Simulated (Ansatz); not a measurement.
`F[SiH2]C1C[SiH2]1`, charge 0, multiplicity 1.

(1) Give a relaxed structure at PBE0-D4/def2-TZVP (Ansatz 0.2.0). (Best estimate.)

## Answers

(1) The calculation gave: 
```xyz
12

F    -2.551   -1.008    0.636
Si   -1.001   -0.918    1.034
C    -0.217    0.541    0.249
C     1.320    0.487   -0.001
Si    0.299    0.494   -1.531
H    -0.953   -0.876    2.518
H    -0.327   -2.150    0.544
H    -0.584    1.505    0.594
H     1.825   -0.429    0.291
H     1.875    1.375    0.282
H     0.190    1.737   -2.320
H     0.124   -0.758   -2.295
```
This is one stationary point; other conformers may exist.
